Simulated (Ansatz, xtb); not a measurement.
## Isomers of C2H3Sn− in order of energy

4 gas-phase structures of C2H3Sn−, found in a search over its isomers (lower ones may exist). Each was relaxed with GFN2-xTB:

A. a triplet given by its coordinates
B. `C#[C][SnH2-]`, a singlet
C. `[CH]1=[Sn-][CH2]1`, a singlet
D. `C=[C]=[SnH-]`, a singlet

A (Å):

| atom | x (Å) | y (Å) | z (Å) |
| --- | --- | --- | --- |
| C | 0.4104 | 0.6930 | 0.3337 |
| C | 0.0070 | 1.9351 | 0.6471 |
| Sn | 0.0575 | 3.7243 | -0.6006 |
| H | 0.8266 | 0.4618 | -0.6407 |
| H | 0.3556 | -0.1647 | 1.0122 |
| H | -0.3910 | 2.0051 | 1.6727 |

Close contacts (Å): C1–C2 1.34, C2–Sn3 2.18, C1–H4 1.08, C1–H5 1.09, C2–H6 1.10.

Task: Estimate their order in r2SCAN-D4/def2-SVPD energy at these geometries, lowest first.

Result: Calculated order at r2SCAN-D4/def2-SVPD: A (0.0), D (20.0), B (20.2), C (25.5) kcal/mol. Less than 1 kcal/mol parts D and B, so the order within that pair means little.

Energies above the lowest of each column, in kcal/mol; the last columns are at PBE0-D3(BJ)/def2-SVPD geometries and were run for some of them only (a dash: not run or not comparable):

```tsv
structure	GFN2-xTB	HF/STO-3G	r2SCAN-D4/def2-SVPD	PBE0-D3(BJ)/def2-SVPD	CCSD(T)/def2-SVPD + ΔMP2/def2-TZVPPD
A	–	0.0	0.0	0.0	0.0
D	21.3	34.9	20.0	20.6	14.1
B	0.0	5.1	20.2	18.2	10.0
C	35.1	33.0	25.5	–	–
```

Every level run on A puts it lowest or level with the lowest. CCSD(T)/def2-SVPD + ΔMP2/def2-TZVPPD orders those it was run on as A (0.0), B (10.0), D (14.1) kcal/mol. Frequencies (PBE0-D3(BJ)/def2-SVPD) were run for A, B, D alone. GFN2-xTB has no spin polarisation and isn't compared across spin states. Open shells are spin-unrestricted, some with notable spin contamination. Atoms past krypton carry core potentials in the def2 sets, without spin–orbit terms. ΔMP2 is the change of the MP2 energy from the smaller to the larger basis.

Programs: Ansatz 0.2.0, xtb 6.7.1.
